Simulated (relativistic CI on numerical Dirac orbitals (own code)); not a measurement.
## d1 to d9 in one tetrahedral field

Computed with a parametric ligand-field model without spin-orbit coupling, by exact diagonalisation: B = 670, C = 2830, 10Dq = -8000 cm⁻¹ (Td; |10Dq|/B = 11.9) for every shell. Energies in cm⁻¹; the field energy is (0.6 n_e − 0.4 n_t2) × 10Dq of the ground term; g labels are left out.

```
Shell  Ground term  Electrons in e  Field energy  First spin-allowed bands  Lowest term of other spin
   d1           2E           1.000         -4800                  2T2 8000                           
   d2          3A2           2.000         -9600       3T2 8000, 3T1 12886                   1E 10703
   d3          4T1           1.934         -5871       4T2 7060, 4A2 15060                    2E 5420
   d4            ?               ?             ?                         ?                          ?
   d5          6A1           2.000             0                      none                  4T1 14878
   d6           5E           3.000         -4800                  5T2 8000                   3T1 8466
   d7          4A2           4.000         -9600       4T2 8000, 4T1 12886                   2E 13051
   d8          3T1           3.934         -5871       3T2 7060, 3A2 15060                  1T2 10077
   d9          2T2           4.000         -3200                   2E 8000
```

Task: Fill in the row of d4.

Result: Ground term: 5T2; Electrons in e: 2.000; Field energy: -3200; First spin-allowed bands: 5E 8000; Lowest term of other spin: 1A1 7570. Every shell keeps the spin of the free ion. Tetrahedral fields of 3d complexes are almost always too weak to pair spins. High-spin d^(n+5) repeats the spin-allowed bands of d^n, since the half-filled shell is spherical.
